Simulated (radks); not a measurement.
Effect of the nuclear size on neutral tellurium, [Kr] 4d10 5s2 5p4. Method: Dirac Kohn-Sham, relativistic LDA (MacDonald-Vosko exchange, VWN5 correlation), spin-unpolarised, spherical densities, finite nucleus; open shells are shared between the two j in proportion to 2j + 1; Fermi nuclear charge, rms radius 4.7423 fm; computed with a radial shooting solver on a logarithmic mesh with Libxc functionals. The rms radius is varied about that value; shifts are against it.

| rms radius (fm) | total energy shift (eV) | density at nucleus (e/bohr^3) | 1s1/2 shift (meV) | 2s1/2 shift (meV) | 4p1/2 shift (meV) | 5s1/2 shift (meV) |
|---|---|---|---|---|---|---|
| 3.9883 | -1.54 | 2.319e+05 | -641 | -74.7 | 0.231 | -0.347 |
| 4.6 | -0.308 | 2.264e+05 | -128 | -14.9 | 0.046 | -0.069 |
| 4.7423 | 0 | 2.253e+05 | 0.000 | 0.000 | 0.000 | 0.000 |
| 4.9178 | 0.390 | 2.24e+05 | 162 | 18.9 | -0.058 | 0.088 |
| 5.226 | 1.10 | 2.217e+05 | 460 | 53.5 | -0.165 | 0.249 |

Slopes of the eigenvalues against <r^2> in GHz/fm^2, as finite differences over the two radii next to the reference (eigenvalue slopes, not the field-shift constants of lines): 1s1/2 23200, 2s1/2 2710, 4p1/2 -8.35, 5s1/2 12.6.
